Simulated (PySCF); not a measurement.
# Pm (promethium, neutral) across methods

[Xe] 4f5 6s2, one real determinant. All numbers are calculated (PySCF 2.14, scalar relativity by spin-free X2C-1e, in x2c-TZVPPall with one added diffuse shell each of s, p, d, f type (12s8p8d5f2g, 129 functions)).

| method | E (hartree) | mean ε 4f α (eV) | mean ε 6s α (eV) | mean ε 6s β (eV) | Σ⟨r²⟩ (bohr²) | ⟨S²⟩ |
| --- | --- | --- | --- | --- | --- | --- |
| UHF | -10016.11522 | -12.616 | -4.874 | -4.711 | 92.36 | 8.758 |
| PBE | -10019.59 | -3.237 | -3.612 | -3.398 | 86.42 | 8.755 |
| LDA | -10012.06 | -3.323 | -3.752 | -3.538 | 85.19 | 8.754 |
| PBE0 | -10019.55 | -5.601 | -4.084 | -3.896 | 87.08 | 8.755 |

⟨L²⟩ = 24.03 against 30 for a pure H term, so this real determinant mixes terms. Spin-orbit coupling, absent here, splits the open shell strongly.
